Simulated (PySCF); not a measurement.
**Continuum solvent and chemical shifts**

Numbering as in the mapped SMILES `[CH3:1][CH2:2][CH2:3][c:4]1[cH:5][cH:6][c:7]([CH:8]=[O:9])[cH:10][cH:11]1`; H(Xn) means a hydrogen on atom n.

GIAO PBE0/pcSseg-1 in PySCF 2.14.0 with density-fitted response routines on one PBE0-D3(BJ)/def2-SVP conformer, non-relativistic, equivalent nuclei averaged. Solvents enter as an IEF-PCM continuum (dichloromethane with ε = 8.9, acetone with ε = 20.5) around the gas-phase geometry. Shifts are referred to TMS computed in the same medium.

In dichloromethane, δ in ppm: C8 198.7, C4 159.1, C7 138.6, C6/C10 137.2, C5/C11 137.0, C3 41.0, C2 28.4, C1 14.0, H(C8) 9.87, H(C6)/H(C10) 8.13, H(C5)/H(C11) 7.69, H(C3) 2.69, H(C2) 1.58, H(C1) 0.75. Dipole moment 4.97 D.

**Question.** How does each δ change in the more polar medium?

**Answer.** 
```
       atoms                                 environment  Δδ, acetone
          C8                    aldehyde carbonyl carbon         +0.7
          C4                 substituted aromatic carbon         +0.4
          C7                 substituted aromatic carbon          0.0
      C6/C10                                 aromatic CH         +0.1
      C5/C11                                 aromatic CH         +0.2
          C3                 sp3 CH2 on an aromatic ring          0.0
          C2                                     sp3 CH2         +0.1
          C1                               methyl carbon          0.0
       H(C8)     hydrogen on an aldehyde carbonyl carbon        +0.01
H(C6)/H(C10)                  hydrogen on an aromatic CH        +0.02
H(C5)/H(C11)                  hydrogen on an aromatic CH        +0.03
       H(C3)  hydrogen on an sp3 CH2 on an aromatic ring        +0.02
       H(C2)                      hydrogen on an sp3 CH2        +0.01
       H(C1)                 hydrogen on a methyl carbon         0.00
```

Changes are relative to dichloromethane. The dipole moment becomes 5.10 D in acetone.

**Question.** Which of the listed nuclei move most (in ppm), and what does the model miss? (N and O are left out, as their reference compounds move with the solvent too.)

**Answer.** C8 (aldehyde carbonyl carbon, +0.7 ppm) in acetone. A continuum only polarises the solute; specific hydrogen bonds, the anisotropy of aromatic solvents and changes of geometry or conformer are outside it.
